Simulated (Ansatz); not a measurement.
Ideal-gas functions of BClH$_{3}$Sb, SMILES `Cl[BH][SbH2]` at 600 K and 1 bar, from an Ansatz frequency run at PBE0-D4/def2-TZVP.

Molar mass 171.05 g/mol, point group C1 (symmetry number 1), electronic degeneracy 1, moments of inertia 18.195, 353.347, 366.207 u Å². Harmonic wavenumbers (cm⁻¹, unscaled): 126, 164, 409, 464, 602, 736, 826, 859, 1040, 1975, 1987, 2646.

Use S(trans) = R[1.5 ln M + 2.5 ln T − 1.1517]; rotational temperatures θ = 24.2544 K / I; S(rot) = R[ln(√π/σ · √(T³/θAθBθC)) + 1.5]; for each mode x = 1.438777 ν̃/T, S = R[x/(eˣ − 1) − ln(1 − e⁻ˣ)] and H = RT x/(eˣ − 1); 1 cm⁻¹ = 0.0119627 kJ/mol; R = 8.31446 J/(mol·K).

Task: By hand: the entropy, in J/(mol·K).

Result: Translation 187.5. Rotation: θ = 1.333, 0.0686, 0.0662 K, giving 118.2. Vibration, mode by mode: 18.30, 16.13, 8.80, 7.84, 5.95, 4.59, 3.87, 3.64, 2.58, 0.42, 0.41, 0.11, in all 72.6. Electronic 0.0. Sum 378.3 J/(mol·K).

Task: By hand: H − E and G − E in kJ/mol, counted from the electronic energy.

Result: Zero-point energy ½ × 11834 × 0.0119627 = 70.8; thermal vibration 22.7; translation, rotation and pV give 4 RT = 20.0. H − E = 113.5 kJ/mol, and G − E = 113.5 − 600 × 378.3/1000 = -113.5 kJ/mol.

Vibration gives 19 % of the entropy, 18.3 J/(mol·K) of it from the mode under 150 cm⁻¹: soft modes count most, and the harmonic formula is weakest for them. The sum counts one conformer and one mirror image; others add a mixing term.
